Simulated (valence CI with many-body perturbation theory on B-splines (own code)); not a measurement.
# Pm XXX: electric-dipole lines

Computed by valence CI with perturbative core correlation (CI+MBPT): four valence electrons over a frozen Dirac-Fock core [Ar] 3d10, radial functions for each j: 11 s, 11 p, 9 d, 7 f, 5 g, 2 h, 1 i, with the one-electron correlation potential Σ1 (screened to all orders), the two-electron term Σ2, the three-electron term Σ3, Breit, model QED; selected single and double excitations, second order for the rest (own B-spline code, finite nucleus).

The last digits are not significant, and no measured levels were compared; by estimate large intervals hold to a few tenths of a per cent, small ones and those within an open d or f shell to about a per cent.

Lines 101 to 150 of 222 in falling wavelength, among levels below 2197300 cm⁻¹, chosen from the strongest by gf and those to the six lowest levels. Wavelengths and rates use the calculated energies. Electric multipoles are in the length gauge, E1 and E2 with the static RPA response of the core. Weak lines are less certain than strong ones. Lines between different terms over intervals too small for the method are left out, as are lines whose strength nearly cancels. The highest levels of a list are the least certain.

Levels are named by their leading jj configuration (3d3/2^4 stands for four electrons in 3d with j = 3/2), which in mixed levels can hold well under half, so a name can repeat and another be missing. Letters in brackets count levels of one name in rising energy.

```tsv
λ vac (nm)	Upper	Lower	A (s⁻¹)	log gf	Branch %
11.29	(4s 4p3/2^3) J=1	(4s^2 4p3/2^2) J=2	1.01e+11	-0.24	30.6
11.29	(4s 4p1/2 4p3/2^2) J=1 [b]	(4s^2 4p1/2 4p3/2) J=2	1.72e+11	-0.01	61.8
11.27	(4s 4p1/2 4p3/2 4d5/2) J=3 [d]	(4s^2 4p1/2 4d3/2) J=2 [b]	6.93e+09	-1.03	6.1
11.26	(4s 4p1/2 4p3/2 4d5/2) J=2 [e]	(4s^2 4p1/2 4d5/2) J=2	7.58e+10	-0.14	14.6
11.15	(4s 4p1/2 4p3/2 4d3/2) J=1 [e]	(4s^2 4p1/2 4d3/2) J=1	7.13e+10	-0.40	12.6
11.13	(4s^2 4p1/2 4d3/2) J=2 [b]	(4s^2 4p1/2 4p3/2) J=2	1.09e+11	0.01	85.9
11.11	(4s 4p1/2 4p3/2 4d3/2) J=1 [c]	(4s^2 4p1/2 4d3/2) J=2 [a]	1.24e+11	-0.16	45.4
11.09	(4s 4p1/2 4p3/2 4d3/2) J=2 [c]	(4s^2 4p1/2 4d3/2) J=2 [b]	2.61e+10	-0.62	5.3
11.05	(4s 4p1/2 4p3/2 4d5/2) J=2 [e]	(4s^2 4p1/2 4d5/2) J=3	2.88e+10	-0.58	5.6
11.00	(4p1/2 4p3/2^3) J=1	(4s 4p1/2 4p3/2^2) J=2	6.31e+10	-0.46	49.0
10.97	(4s 4p1/2 4p3/2^2) J=1 [b]	(4s^2 4p1/2 4p3/2) J=1	3.16e+10	-0.77	11.3
10.97	(4s^2 4p3/2 4d3/2) J=1	(4s^2 4p3/2^2) J=0	7.05e+09	-1.42	1.7
10.95	(4s 4p1/2^2 4d3/2) J=2	(4s 4p1/2^2 4p3/2) J=2	5.79e+10	-0.28	68.3
10.83	(4s^2 4p1/2 4d3/2) J=2 [b]	(4s^2 4p1/2 4p3/2) J=1	1.36e+10	-0.92	10.7
10.81	(4s^2 4p3/2 4d3/2) J=2	(4s^2 4p3/2^2) J=2	2.14e+09	-1.73	0.4
10.68	(4s 4p1/2 4p3/2 4d3/2) J=2 [b]	(4s 4p1/2 4p3/2^2) J=3	1.37e+10	-0.93	2.8
10.68	(4s 4p1/2 4p3/2 4d3/2) J=3 [b]	(4s 4p1/2 4p3/2^2) J=3	6.42e+09	-1.11	8.3
10.63	(4s 4p1/2 4p3/2 4d5/2) J=3 [e]	(4s^2 4p1/2 4d3/2) J=2 [b]	3.48e+10	-0.38	11.9
10.60	(4s 4p1/2 4p3/2 4d5/2) J=2 [c]	(4s^2 4p1/2 4d3/2) J=2 [b]	7.81e+10	-0.18	24.6
10.59	(4s^2 4p3/2 4d3/2) J=3	(4s^2 4p3/2^2) J=2	1.53e+10	-0.74	3.3
10.55	(4s 4p1/2 4p3/2 4d5/2) J=1 [b]	(4s^2 4p1/2 4d3/2) J=2 [b]	1.99e+10	-1.00	6.2
10.53	(4s 4p1/2 4p3/2 4d5/2) J=2 [b]	(4s 4p1/2 4p3/2^2) J=3	6.79e+10	-0.25	31.1
10.52	(4s 4p1/2 4p3/2 4d3/2) J=1 [d]	(4s^2 4p1/2 4d3/2) J=2 [a]	5.13e+10	-0.59	12.5
10.50	(4s 4p1/2 4p3/2 4d5/2) J=2 [a]	(4s 4p1/2 4p3/2^2) J=2	3.95e+10	-0.49	36.8
10.49	(4s 4p1/2 4p3/2 4d5/2) J=2 [d]	(4s^2 4p1/2 4d3/2) J=2 [b]	6.63e+10	-0.26	21.8
10.48	(4s 4p1/2 4p3/2 4d5/2) J=3 [b]	(4s 4p1/2 4p3/2^2) J=3	6.66e+10	-0.11	42.6
10.43	(4s 4p1/2 4p3/2 4d5/2) J=0	(4s 4p1/2 4p3/2^2) J=1 [b]	1.83e+11	-0.52	53.9
10.41	(4s 4p1/2^2 4d5/2) J=2	(4s 4p1/2^2 4p3/2) J=1	1.29e+11	0.02	84.7
10.41	(4s 4p1/2 4p3/2 4d5/2) J=3 [a]	(4s 4p1/2 4p3/2^2) J=2	4.37e+10	-0.30	13.6
10.37	(4s 4p1/2^2 4d5/2) J=3	(4s 4p1/2^2 4p3/2) J=2	7.12e+10	-0.09	89.5
10.37	(4s 4p1/2 4p3/2 4d3/2) J=0 [b]	(4s 4p1/2 4p3/2^2) J=1 [a]	9.39e+10	-0.82	22.3
10.36	(4s 4p1/2 4p3/2 4d5/2) J=2 [d]	(4s 4p1/2 4p3/2^2) J=1 [b]	1.73e+10	-0.86	5.7
10.33	(4s^2 4p1/2 4d5/2) J=3	(4s^2 4p1/2 4p3/2) J=2	1.06e+11	0.08	98.9
10.33	(4s^2 4p3/2 4d3/2) J=1	(4s^2 4p3/2^2) J=2	1.93e+11	-0.03	45.9
10.29	(4s 4p1/2 4p3/2 4d3/2) J=1 [e]	(4s^2 4p1/2 4d3/2) J=2 [b]	6.30e+10	-0.52	11.1
10.28	(4s^2 4p1/2 4d3/2) J=1	(4s^2 4p1/2 4p3/2) J=2	1.96e+10	-1.03	3.5
10.26	(4s 4p1/2 4p3/2 4d5/2) J=2 [e]	(4s^2 4p1/2 4d3/2) J=2 [b]	2.78e+10	-0.66	5.4
10.16	(4s 4p1/2 4p3/2 4d3/2) J=1 [e]	(4s 4p1/2 4p3/2^2) J=1 [b]	1.24e+11	-0.24	21.9
10.15	(4s^2 4p1/2 4d5/2) J=2	(4s^2 4p1/2 4p3/2) J=2	8.43e+10	-0.19	28.7
10.13	(4s 4p1/2 4p3/2 4d5/2) J=2 [e]	(4s 4p1/2 4p3/2^2) J=1 [b]	1.35e+11	0.02	26.0
10.11	(4s 4p1/2 4p3/2 4d5/2) J=1 [a]	(4s 4p1/2 4p3/2^2) J=0	1.18e+11	-0.27	57.4
10.11	(4s 4p1/2 4p3/2 4d5/2) J=1 [a]	(4s^2 4p1/2 4d3/2) J=2 [a]	2.72e+10	-0.90	13.2
10.03	(4s 4p1/2 4p3/2 4d5/2) J=4 [c]	(4s 4p1/2 4p3/2^2) J=3	1.23e+11	0.22	91.4
10.03	(4s 4p1/2 4p3/2 4d5/2) J=2 [c]	(4s 4p1/2 4p3/2^2) J=1 [a]	1.68e+11	0.10	53.1
10.02	(4s^2 4p1/2 4d3/2) J=1	(4s^2 4p1/2 4p3/2) J=1	7.27e+10	-0.48	13.0
10.01	(4s 4p1/2 4p3/2 4d5/2) J=2 [b]	(4s 4p1/2 4p3/2^2) J=2	9.26e+10	-0.16	42.5
10.00	(4s^2 4p3/2 4d5/2) J=2	(4s^2 4p3/2^2) J=2	3.16e+11	0.37	91.7
9.984	(4s 4p1/2 4p3/2 4d5/2) J=1 [b]	(4s 4p1/2 4p3/2^2) J=1 [a]	1.49e+11	-0.18	46.7
9.931	(4s 4p1/2 4p3/2 4d5/2) J=2 [d]	(4s 4p1/2 4p3/2^2) J=1 [a]	1.47e+10	-0.96	4.8
9.901	(4s^2 4p1/2 4d5/2) J=2	(4s^2 4p1/2 4p3/2) J=1	2.09e+11	0.19	71.1
```
